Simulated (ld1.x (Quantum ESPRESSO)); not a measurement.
## Reading a pseudo-wave (copper)

Columns: radius, all-electron u(r) and pseudo u(r) of the 3d shell (level -5.20 eV) of copper in the configuration [Ne] 3s2 3p6 3d10 4s1 4p0; BP86, scalar-relativistic, TM semilocal scheme, ld1.x (Quantum ESPRESSO) 7.5.

```
r (bohr)  all-electron  pseudo
   0.075        0.0537  0.0062
   0.150        0.2349  0.0474
   0.225        0.4599  0.1465
   0.300        0.6603  0.3065
   0.375        0.8099  0.5088
   0.450        0.9064  0.7194
   0.525        0.9568  0.9014
   0.600        0.9715  1.0271
   0.675        0.9613  1.0859
   0.750        0.9348  1.0838
   0.825        0.8984  1.0377
   0.900        0.8565  0.9671
   0.975        0.8123  0.8886
   1.050        0.7676  0.8133
   1.125        0.7237  0.7470
   1.200        0.6814  0.6909
   1.275        0.6410  0.6438
   1.350        0.6027  0.6032
   1.425        0.5667  0.5668
   1.500        0.5330  0.5330
   1.575        0.5014  0.5014
   1.650        0.4719  0.4719
   1.725        0.4443  0.4443
   1.800        0.4186  0.4186
   1.875        0.3946  0.3946
   1.950        0.3721  0.3721
```

**Question.** How many radial nodes do the two functions have?

**Answer.** The all-electron 3d function has n − l − 1 = 0; the pseudo-wave has 0.

**Question.** At about which radius was the pseudo-wave matched?

**Answer.** 1.50 bohr. The columns agree to 0.0005 from 1.35 bohr on; several derivatives are matched, so the curves merge somewhat inside the radius.

**Question.** Where does each function peak?

**Answer.** Outermost all-electron maximum near 0.60 bohr, pseudo maximum near 0.68 bohr (to the table’s step).

**Question.** Is the pseudo-wave norm-conserving?

**Answer.** Yes: the TM semilocal scheme keeps the norm inside the radius equal to the all-electron one, which fixes the energy derivative of the logarithmic derivative at the level.
